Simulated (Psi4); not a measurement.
C$_{3}$H$_{7}$O, doublet, at a GFN2-xTB geometry; M06-2X/3-21G (Psi4).

Here is a job for Psi4.
```
memory 2 GB

molecule mol {
0 2
C     1.268255   -0.686968    0.054276
C     0.070854    0.067688   -0.355768
C    -1.220381   -0.705141    0.015714
O     0.035776    1.377536    0.162533
H     1.923796   -0.307139    0.812966
H     1.476189   -1.640382   -0.387285
H     0.061400    0.203094   -1.449141
H    -2.088076   -0.127157   -0.291308
H    -1.262361   -0.863778    1.091595
H    -1.234941   -1.668954   -0.483606
H     0.125418    1.330557    1.121190
symmetry c1
}

set {
  basis 3-21g
  reference uks
}

energy('m06-2x')
print_variables()
```

Write the output that Psi4 gives for this input, abridged.


```
   => Loading Basis Set <=

    Name: 3-21G
    Role: ORBITAL
    Keyword: BASIS

         ---------------------------------------------------------
                                   SCF
               by Justin Turney, Rob Parrish, Andy Simmonett
                          and Daniel G. A. Smith
                              UKS Reference
         ---------------------------------------------------------

  ==> Geometry <==

    Molecular point group: c1
    Full point group: C1

    Geometry (in Angstrom), charge = 0, multiplicity = 2:

       Center              X                  Y                   Z               Mass
    ------------   -----------------  -----------------  -----------------  -----------------
         C            1.251479616650    -0.738495915729     0.061252848884    12.000000000000
         C            0.054078616650     0.016160084271    -0.348791151116    12.000000000000
         C           -1.237156383350    -0.756668915729     0.022690848884    12.000000000000
         O            0.019000616650     1.326008084271     0.169509848884    15.994914619570
         H            1.907020616650    -0.358666915729     0.819942848884     1.007825032230
         H            1.459413616650    -1.691909915729    -0.380308151116     1.007825032230
         H            0.044624616650     0.151566084271    -1.442164151116     1.007825032230
         H           -2.104851383350    -0.178684915729    -0.284331151116     1.007825032230
         H           -1.279136383350    -0.915305915729     1.098571848884     1.007825032230
         H           -1.251716383350    -1.720481915729    -0.476629151116     1.007825032230
         H            0.108642616650     1.279029084271     1.128166848884     1.007825032230

  Running in c1 symmetry.

  Rotational constants: A =      0.29836  B =      0.28447  C =      0.16648 [cm^-1]
  Rotational constants: A =   8944.53048  B =   8528.33928  C =   4991.06235 [MHz]
  Nuclear repulsion =  127.005175876154709

  Charge       = 0
  Multiplicity = 2
  Electrons    = 33
  Nalpha       = 17
  Nbeta        = 16

  ==> Algorithm <==

  SCF Algorithm Type is DF.
  DIIS enabled.
  MOM disabled.
  Fractional occupation disabled.
  Guess Type is SAD.
  Energy threshold   = 1.00e-06
  Density threshold  = 1.00e-06
  Integral threshold = 1.00e-12

  ==> Primary Basis <==

  Basis Set: 3-21G
    Blend: 3-21G
    Number of shells: 34
    Number of basis functions: 50
    Number of Cartesian functions: 50
    Spherical Harmonics?: false
    Max angular momentum: 1

  ==> DFT Potential <==

   => LibXC <=

    Version 7.1.2
    S. Lehtola, C. Steigemann, M. J. T. Oliveira, and M. A. L. Marques,  SoftwareX 7, 1–5 (2018) (10.1016/j.softx.2017.11.002)

   => Composite Functional: M06-2X <=

    Hybrid M06-2X Meta-GGA XC Functional  (10.1007/s00214-007-0310-x)
    Y. Zhao and D. G. Truhlar,  Theor. Chem. Acc., 120, 215, 2008

    Deriv               =              1
    GGA                 =           TRUE
    Meta                =           TRUE

    Exchange Hybrid     =           TRUE
    MP2 Hybrid          =          FALSE

   => Exchange Functionals <=

    1.0000   XC_HYB_MGGA_X_M06_2X

   => Exact (HF) Exchange <=

    0.5400               HF

   => Correlation Functionals <=

    1.0000   XC_MGGA_C_M06_2X

   => LibXC Density Thresholds  <==

    XC_MGGA_C_M06_2X:  1.00E-12
    XC_HYB_MGGA_X_M06_2X:  1.00E-15

   => Molecular Quadrature <=

    Radial Scheme          =       TREUTLER
    Pruning Scheme         =           NONE
    Nuclear Scheme         =       TREUTLER

    Blocking Scheme        =         OCTREE
    BS radius alpha        =              1
    Pruning alpha          =              1
    Radial Points          =             75
    Spherical Points       =            302
    Total Points           =         234018
    Total Blocks           =           1793
    Max Points             =            256
    Max Functions          =             49
[...]
    Using symmetric orthogonalization.

  ==> Pre-Iterations <==

  SCF Guess: Superposition of Atomic Densities via on-the-fly atomic UHF (no occupation information).

   -------------------------
    Irrep   Nso     Nmo
   -------------------------
     A         50      50
   -------------------------
    Total      50      50
   -------------------------

  ==> Iterations <==

                           Total Energy        Delta E     RMS |[F,P]|

   @DF-UKS iter SAD:  -191.84780714492612   -1.91848e+02   0.00000e+00
   @DF-UKS iter   1:  -192.36790279960252   -5.20096e-01   1.07778e-02 ADIIS/DIIS
   @DF-UKS iter   2:  -192.43402935533405   -6.61266e-02   8.60135e-03 ADIIS/DIIS
   @DF-UKS iter   3:  -192.50954777086486   -7.55184e-02   8.11743e-04 ADIIS/DIIS
   @DF-UKS iter   4:  -192.51026302080260   -7.15250e-04   4.13125e-04 ADIIS/DIIS
   @DF-UKS iter   5:  -192.51050019494997   -2.37174e-04   7.57493e-05 DIIS
   @DF-UKS iter   6:  -192.51051781046615   -1.76155e-05   4.10611e-05 DIIS
   @DF-UKS iter   7:  -192.51052089039774   -3.07993e-06   8.17140e-06 DIIS
   @DF-UKS iter   8:  -192.51052108364084   -1.93243e-07   1.56992e-06 DIIS
   @DF-UKS iter   9:  -192.51052109041808   -6.77724e-09   6.09691e-07 DIIS
  Energy and wave function converged.

  ==> Post-Iterations <==

   Electrons on quadrature grid:
      Nalpha   =   16.9999720087 ; deviation = -2.799e-05
      Nbeta    =   15.9999782381 ; deviation = -2.176e-05
      Ntotal   =   32.9999502468 ; deviation = -4.975e-05

   @Spin Contamination Metric:   4.331421997E-03
   @S^2 Expected:                7.500000000E-01
   @S^2 Observed:                7.543314220E-01
   @S   Expected:                5.000000000E-01
   @S   Observed:                5.000000000E-01

    Orbital Energies [Eh]
    ---------------------

    Alpha Occupied:

[...]
    Alpha Virtual:

[...]
    Beta Occupied:

[...]
      16A     -0.325042

    Beta Virtual:

[...]
      50A      3.107057

    Final Occupation by Irrep:
              A
    DOCC [    16 ]
    SOCC [     1 ]
    NA   [    17 ]
    NB   [    16 ]

  @DF-UKS Final Energy:  -192.51052109041808

   => Energetics <=

    Nuclear Repulsion Energy =            127.0051758761547092
    One-Electron Energy =                -511.7185751376547387
    Two-Electron Energy =                 205.3700847941303778
    DFT Exchange-Correlation Energy =     -13.1672066230483882
    Empirical Dispersion Energy =           0.0000000000000000
    VV10 Nonlocal Energy =                  0.0000000000000000
    Total Energy =                       -192.5105210904180808

  UHF NO Occupations:
  HONO-2 :   15  A 1.9995224
  HONO-1 :   16  A 1.9989903
  HONO-0 :   17  A 1.0000000
  LUNO+0 :   18  A 0.0010097
  LUNO+1 :   19  A 0.0004776
  LUNO+2 :   20  A 0.0004414
  LUNO+3 :   21  A 0.0002081

Computation Completed

Properties will be evaluated at   0.000000,   0.000000,   0.000000 [a0]

Properties computed using the SCF density matrix

 Multipole Moments:

 ------------------------------------------------------------------------------------
     Multipole            Electronic (a.u.)      Nuclear  (a.u.)        Total (a.u.)
 ------------------------------------------------------------------------------------

 L = 1.  Multiply by 2.5417464519 to convert [e a0] to [Debye]
 Dipole X            :          1.0874741           -1.0461272            0.0413469
 Dipole Y            :          2.6358219           -3.2133247           -0.5775028
 Dipole Z            :         -0.0205403            0.4350962            0.4145559
 Magnitude           :                                                    0.7120925

 ------------------------------------------------------------------------------------

  Variable Map:
  ----------------------------------------------------------------------------
[...]
  Array Variable Map:
  ----------------------------------------------------------------------------
[...]
[...]
```
